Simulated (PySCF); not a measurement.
PySCF input file for Si(OMe)4 (C₄H₁₂O₄Si), SMILES O(C)[Si](OC)(OC)OC, PBE0/pcSseg-1. Coordinates come from a PBE0-D3(BJ)/def2-SVP optimisation. The isomer is the one that the SMILES or the coordinates give; other isomers of the formula were not compared. One conformer was computed; it need not be the lowest.

```python
import numpy as np
from pyscf import gto, scf, dft
from pyscf.prop.nmr import rks as nmr

mol = gto.M(
    atom='''
    C     0.85667910   -2.04908007   -1.54826587
    O    -0.17573470   -1.37734054   -0.87686605
    Si   -0.00000000    0.00000000    0.00000000
    O    -1.37734051    0.17573469    0.87686609
    C    -2.04908003   -0.85667912    1.54826591
    O     1.37734055   -0.17573468    0.87686603
    C     2.04908009    0.85667915    1.54826583
    O     0.17573467    1.37734053   -0.87686608
    C    -0.85667917    2.04908005   -1.54826587
    H     1.75982130   -2.13683274   -0.92117605
    H     1.13349906   -1.53081118   -2.48312025
    H     0.51021913   -3.06082156   -1.80831885
    H    -3.06082151   -0.51021916    1.80831893
    H    -1.53081112   -1.13349910    2.48312028
    H    -2.13683271   -1.75982131    0.92117609
    H     2.13683275    1.75982133    0.92117598
    H     1.53081122    1.13349913    2.48312020
    H     3.06082158    0.51021918    1.80831880
    H    -1.13349916    1.53081115   -2.48312023
    H    -1.75982134    2.13683273   -0.92117601
    H    -0.51021921    3.06082153   -1.80831887
    ''',
    basis='pcSseg-1',
    charge=0,
    spin=0,
    max_memory=1600,
    verbose=3,
)
mf = dft.RKS(mol, xc='pbe0').density_fit(auxbasis='def2-universal-jkfit')
mf.grids.level = 3
mf.conv_tol = 1e-10
mf.max_cycle = 100
mf.kernel()
n = nmr.NMR(mf)
n.verbose = 2
n.max_cycle_cphf = 60
sigma = n.kernel()
print('atom   isotropic/ppm   span/ppm')
for i, s in enumerate(sigma):
    w = np.linalg.eigvalsh((s + s.T) / 2)
    print(f'{mol.atom_symbol(i):2s}{i + 1:3d} {w.mean():14.3f} {w[2] - w[0]:11.3f}')
```

Output:

```
converged SCF energy = -749.482499542686
atom   isotropic/ppm   span/ppm
C   1        131.946      79.071
O   2        316.329      97.428
Si  3        433.698      15.979
O   4        316.329      97.428
C   5        131.946      79.071
O   6        316.329      97.428
C   7        131.946      79.071
O   8        316.329      97.428
C   9        131.946      79.071
H  10         27.609      11.077
H  11         27.732      11.554
H  12         27.755      11.443
H  13         27.755      11.443
H  14         27.732      11.554
H  15         27.609      11.077
H  16         27.609      11.077
H  17         27.732      11.554
H  18         27.755      11.443
H  19         27.732      11.554
H  20         27.609      11.077
H  21         27.755      11.443
```

The run converged.
